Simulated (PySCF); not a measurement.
PySCF job for AlH₃O₃, SMILES [OH][Al]([OH])[OH], TDDFT-PBE/def2-SVPD. The structure is a stationary point at B3LYP-D3(BJ)/def2-SVP. The isomer is the one that the SMILES or the coordinates give; other isomers of the formula were not compared. The values are those of a single conformer.

```python
import numpy as np
from pyscf import gto, scf, dft, tdscf

mol = gto.M(
    atom='''
    Al   -0.00000000   -0.00000000    0.00000000
    O     1.60241397    0.56237910    0.00000000
    H     2.36957711   -0.01660988    0.00000000
    O    -0.31417240   -1.66892076    0.00000000
    H    -1.19917313   -2.04380904    0.00000000
    O    -1.28824157    1.10654166    0.00000000
    H    -1.17040398    2.06041892    0.00000000
    ''',
    basis='def2-SVPD',
    charge=0,
    spin=0,
    symmetry=True,
    max_memory=1600,
    verbose=4,
)
mf = dft.RKS(mol, xc='pbe').density_fit(auxbasis='def2-universal-jkfit')
mf.grids.level = 3
mf.conv_tol = 1e-9
mf.max_cycle = 100
mf.kernel()
mf.grids = dft.Grids(mol).set(level=1).build(with_non0tab=True)  # coarser grid for the response kernel
td = tdscf.TDDFT(mf)
td.singlet = True
td.nstates = 10
td.conv_tol = 1e-4
td.positive_eig_threshold = 1e-6
td.kernel(x0=td.get_init_guess(mf, 15))
td.analyze()
tt = tdscf.TDA(mf)
tt.singlet = False
tt.nstates = 4
tt.conv_tol = 1e-4
tt.positive_eig_threshold = 1e-6
tt.kernel(x0=tt.get_init_guess(mf, 9))
tt.analyze(verbose=3)
```

Log of the run:

```
PySCF version 2.14.0

[INPUT] verbose = 4
[INPUT] num. atoms = 7
[INPUT] num. electrons = 40
[INPUT] charge = 0
[INPUT] spin (= nelec alpha-beta = 2S) = 0
[INPUT] symmetry True subgroup None
[INPUT] Mole.unit = angstrom
[INPUT] Symbol           X                Y                Z      unit          X                Y                Z       unit  Magmom
[INPUT]  1 Al     0.000000000000   0.000000000000   0.000000000000 AA    0.000000000000   0.000000000000   0.000000000000 Bohr   0.0
[INPUT]  2 O      1.602413970000   0.562379100000   0.000000000000 AA    3.028123541477   1.062742477179   0.000000000000 Bohr   0.0
[INPUT]  3 H      2.369577110000  -0.016609880000   0.000000000000 AA    4.477851768938  -0.031388124162   0.000000000000 Bohr   0.0
[INPUT]  4 O     -0.314172400000  -1.668920760000   0.000000000000 AA   -0.593699791897  -3.153803160001   0.000000000000 Bohr   0.0
[INPUT]  5 H     -1.199173130000  -2.043809040000   0.000000000000 AA   -2.266108791637  -3.862239336510   0.000000000000 Bohr   0.0
[INPUT]  6 O     -1.288241570000   1.106541660000   0.000000000000 AA   -2.434423749580   2.091060682822   0.000000000000 Bohr   0.0
[INPUT]  7 H     -1.170403980000   2.060418920000   0.000000000000 AA   -2.211742977301   3.893627460672   0.000000000000 Bohr   0.0

nuclear repulsion = 161.42118985409
point group symmetry = C3h, use subgroup Cs
symmetry origin: [-8.88178420e-17 -1.11022302e-17  0.00000000e+00]
symmetry axis x: [9.99999730e-01 7.34252415e-04 0.00000000e+00]
symmetry axis y: [-7.34252415e-04  9.99999730e-01  0.00000000e+00]
symmetry axis z: [0. 0. 1.]
num. orbitals of irrep A' = 83
num. orbitals of irrep A" = 34
number of shells = 49
number of NR pGTOs = 171
number of NR cGTOs = 117
basis = def2-SVPD
ecp = {}


[settings echo left out]
init E= -469.600784710533
HOMO (A") = -0.428741914516777  LUMO (A') = -0.10454491450475  gap/eV = 8.82185
cycle= 1 E= -469.09279078864  delta_E= 0.508  |g|= 1.41  |ddm|= 2.96
HOMO (A") = -0.0774715691385771  LUMO (A') = -0.0132457831922572  gap/eV = 1.74767
cycle= 2 E= -467.233412972843  delta_E= 1.86  |g|= 3.22  |ddm|= 5.91
HOMO (A") = -0.297874385774778  LUMO (A') = -0.0668448877530263  gap/eV = 6.28663
cycle= 3 E= -469.473144852534  delta_E= -2.24  |g|= 0.122  |ddm|= 4.74
HOMO (A") = -0.274263514528063  LUMO (A') = -0.0604673365730846  gap/eV = 5.81769
cycle= 4 E= -469.476778208604  delta_E= -0.00363  |g|= 0.0322  |ddm|= 0.27
HOMO (A") = -0.27342956655886  LUMO (A') = -0.0594733095321889  gap/eV = 5.82205
cycle= 5 E= -469.477000190457  delta_E= -0.000222  |g|= 0.0072  |ddm|= 0.0385
HOMO (A") = -0.274550193789183  LUMO (A') = -0.0602912228234573  gap/eV = 5.83028
cycle= 6 E= -469.477011443509  delta_E= -1.13e-05  |g|= 0.00169  |ddm|= 0.0104
HOMO (A") = -0.274616336360857  LUMO (A') = -0.0602879517844683  gap/eV = 5.83217
cycle= 7 E= -469.477012047615  delta_E= -6.04e-07  |g|= 0.000193  |ddm|= 0.00381
HOMO (A") = -0.274627036933309  LUMO (A') = -0.0602929718446901  gap/eV = 5.83233
cycle= 8 E= -469.477012053985  delta_E= -6.37e-09  |g|= 5.52e-05  |ddm|= 0.000224
HOMO (A") = -0.274628770285398  LUMO (A') = -0.0602933764665279  gap/eV = 5.83236
cycle= 9 E= -469.477012054317  delta_E= -3.32e-10  |g|= 3.6e-05  |ddm|= 7.59e-05
HOMO (A") = -0.274631291696099  LUMO (A') = -0.0602936414340274  gap/eV = 5.83242
cycle= 10 E= -469.477012054564  delta_E= -2.46e-10  |g|= 7.75e-07  |ddm|= 3.85e-05
HOMO (A") = -0.274631423032281  LUMO (A') = -0.060293713560545  gap/eV = 5.83243
Extra cycle  E= -469.477012054566  delta_E= -2.05e-12  |g|= 9.8e-07  |ddm|= 1.75e-06
converged SCF energy = -469.477012054566
tot grids = 29312
Overwritten attributes  positive_eig_threshold  of <class 'pyscf.tdscf.rks.CasidaTDDFT'>


******** <class 'pyscf.tdscf.rks.CasidaTDDFT'> for <class 'pyscf.df.df_jk.DFSymAdaptedRKS'> ********
nstates = 10 singlet
deg_eia_thresh = 1.000e-03
wfnsym = None
conv_tol = 0.0001
eigh lindep = 1e-12
eigh level_shift = 0
eigh max_cycle = 100


Excitation energies (eV)
[5.89176222 5.89180278 6.57522721 6.64538331 6.64543855 6.73691907
 7.78400406 7.80636863 7.8064269  7.88639525]

** Singlet excitation energies and oscillator strengths **
Excited State   1:   A"      5.89176 eV    210.44 nm  f=0.0000
      19 -> 21        0.29947
      20 -> 21       -0.64016
Excited State   2:   A"      5.89180 eV    210.44 nm  f=0.0000
      19 -> 21       -0.64016
      20 -> 21       -0.29947
Excited State   3:   A'      6.57523 eV    188.56 nm  f=0.0000
      16 -> 21        0.70539
Excited State   4:   A'      6.64538 eV    186.57 nm  f=0.0598
      17 -> 21        0.69483
Excited State   5:   A'      6.64544 eV    186.57 nm  f=0.0598
      18 -> 21       -0.69483
Excited State   6:   A"      6.73692 eV    184.04 nm  f=0.1173
      15 -> 21       -0.70007
Excited State   7:   A"      7.78400 eV    159.28 nm  f=0.0001
      19 -> 23        0.47632
      19 -> 24        0.15162
      20 -> 23        0.15097
      20 -> 24       -0.47606
Excited State   8:   A"      7.80637 eV    158.82 nm  f=0.0000
      19 -> 23       -0.28664
      19 -> 24       -0.40803
      20 -> 23        0.40887
      20 -> 24       -0.28709
Excited State   9:   A"      7.80643 eV    158.82 nm  f=0.0000
      19 -> 23       -0.40854
      19 -> 24        0.28689
      20 -> 23       -0.28684
      20 -> 24       -0.40836
Excited State  10:   A"      7.88640 eV    157.21 nm  f=0.0938
      19 -> 23        0.15067
      19 -> 24       -0.47148
      20 -> 23       -0.47100
      20 -> 24       -0.15113

** Transition electric dipole moments (AU) **
state          X           Y           Z        Dip. S.      Osc.
  1         0.0000     -0.0000     -0.0000      0.0000      0.0000
  2         0.0000      0.0000     -0.0000      0.0000      0.0000
  3         0.0001     -0.0002      0.0000      0.0000      0.0000
  4        -0.3391      0.5021     -0.0000      0.3671      0.0598
  5        -0.5021     -0.3391     -0.0000      0.3671      0.0598
  6         0.0000      0.0000     -0.8430      0.7107      0.1173
  7        -0.0000      0.0000     -0.0164      0.0003      0.0001
  8         0.0000      0.0000      0.0004      0.0000      0.0000
  9        -0.0000      0.0000      0.0001      0.0000      0.0000
 10        -0.0000      0.0000     -0.6967      0.4854      0.0938

** Transition velocity dipole moments (imaginary part, AU) **
state          X           Y           Z        Dip. S.      Osc.
  1         0.0000     -0.0000     -0.0000      0.0000      0.0000
  2         0.0000      0.0000     -0.0000      0.0000      0.0000
  3         0.0000     -0.0000      0.0000      0.0000      0.0000
  4        -0.0817      0.1289     -0.0000      0.0233      0.0636
  5        -0.1290     -0.0817     -0.0000      0.0233      0.0636
  6         0.0000      0.0000     -0.2034      0.0414      0.1114
  7        -0.0000      0.0000     -0.0059      0.0000      0.0001
  8         0.0000      0.0000      0.0001      0.0000      0.0000
  9        -0.0000      0.0000      0.0000      0.0000      0.0000
 10        -0.0000      0.0000     -0.1940      0.0376      0.0866

** Transition magnetic dipole moments (imaginary part, AU) **
state          X           Y           Z
  1         0.5403      0.3097      0.0000
  2        -0.3097      0.5402     -0.0000
  3        -0.0000     -0.0000     -0.6347
  4         0.0000      0.0000     -0.0001
  5        -0.0000      0.0000      0.0001
  6         0.0000      0.0000      0.0000
  7         0.0001      0.0002      0.0000
  8        -0.0836     -0.3340     -0.0000
  9         0.3340     -0.0836     -0.0000
 10        -0.0000     -0.0002     -0.0000
Overwritten attributes  positive_eig_threshold  of <class 'pyscf.tdscf.rks.TDA'>


******** <class 'pyscf.tdscf.rks.TDA'> for <class 'pyscf.df.df_jk.DFSymAdaptedRKS'> ********
nstates = 4 triplet
deg_eia_thresh = 1.000e-03
wfnsym = None
conv_tol = 0.0001
eigh lindep = 1e-12
eigh level_shift = 0
eigh max_cycle = 100


Excitation energies (eV)
[5.68895378 5.68902886 6.29663057 6.34602084]

** Triplet excitation energies and oscillator strengths **
Excited State   1:   A"      5.68895 eV    217.94 nm  f=0.0000
Excited State   2:   A"      5.68903 eV    217.94 nm  f=0.0000
Excited State   3:   A"      6.29663 eV    196.91 nm  f=0.0000
Excited State   4:   A'      6.34602 eV    195.37 nm  f=0.0000
```

Self-consistency was reached.

Cost: about 15 core-seconds (a rough figure).
